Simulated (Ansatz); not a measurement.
The first iterations of a band of GeH2S (4 atoms, charge 0, multiplicity 1).

Computed with Ansatz 0.2.0, RKS B3LYP-D4/def2-SVP.

```
movable images  : 3
climbing image  : yes
spring          : 5.0 eV/Å²
optimiser       : quadratic models (default)
start path      : through a guess of the saddle point
force threshold : 0.05 eV/Å
iteration limit : 60
end points      : relaxed
```

Image 0:

```xyz
4
Properties=species:S:1:pos:R:3
S -0.445 -1.218 0.273
Ge -0.849 0.751 -0.750
H 0.784 -0.974 0.786
H 0.566 1.381 -0.330
```

Image 4:

```xyz
4
Properties=species:S:1:pos:R:3
S -1.564 -1.147 -0.315
Ge 0.072 0.027 0.006
H 1.315 -0.409 0.817
H 0.232 1.469 -0.529
```

| iteration | highest image above the first end (eV) | largest band force component (eV/Å) |
| --- | --- | --- |
| 1 | 2.081 | 5.524 |
| 2 | 1.575 | 1.837 |
| 3 | 1.670 | 0.721 |

Q: Does the band converge within its limit, and where does its top end?

A: It converged. It ended after 10 iterations with the highest image 2.279 eV above the first end. The profile has 2 maxima (images 1, 3) with wells between them (image 2): this band takes more than one step, which may be the mechanism or a detour left from its start path. Neighbouring images differ by up to 2.1 eV, so the band resolves the path poorly. Another band between the same ends (7 images) ends at a top of the same energy, where a vibrational analysis finds 1 clearly imaginary mode. So few images can step over the top or miss a turn of the path. The orbitals stay closed-shell, which can raise the energy where a bond breaks towards radicals; this wasn't checked here.

Time of the run: 48 s on 1 thread of Intel(R) Xeon(R) 6975P-C (Granite Rapids), with other jobs on the host, peak memory 0.13 GiB.
